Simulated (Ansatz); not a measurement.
```yaml
crystal:
  periodic: [false, false, false]
  atoms:
    - {symbol: O, position_ang: [-0.446362, 1.463254, -2.087370]}
    - {symbol: Al, position_ang: [-0.117510, 0.519615, -0.728164]}
    - {symbol: C, position_ang: [1.005663, -0.111495, 0.649505]}
    - {symbol: C, position_ang: [-0.491950, -0.726277, 0.645547]}
    - {symbol: H, position_ang: [-1.289957, 1.472104, -2.536696]}
    - {symbol: H, position_ang: [1.785500, -0.854083, 0.486949]}
    - {symbol: H, position_ang: [1.237699, 0.471672, 1.539505]}
    - {symbol: H, position_ang: [-0.523985, -1.802259, 0.479122]}
    - {symbol: H, position_ang: [-1.070598, -0.478730, 1.534501]}
basis:
  gaussian: {orbitals: cc-pVDZ}
hamiltonian: {xc: {name: CAM-B3LYP}}
outputs: {forces: true}
```

```sh
$ ansatz run in.yaml --threads 2 --pin off --events-out ev --progress --plain --max-ram 4352MiB
```

(1) How does Ansatz answer? (Estimate.)

## Answers

(1) Computed: The input was rejected before any iteration.
```
Error: YAML parse error: error: line 16 column 1: unknown field `outputs`, expected one of crystal, accuracy, basis, kpoints, hamiltonian, magnetization, projection, total_charge, correlation, batch, efield, external_charges, scf, relax, neb, saddle, md, ramp, phonons, dielectric, real_time, elastic, magnetic_configurations, gw, evaluate, workflow, output, checkpoint, execution
14 |   gaussian: {orbitals: cc-pVDZ}
15 | hamiltonian: {xc: {name: CAM-B3LYP}}
16 | outputs: {forces: true}
```
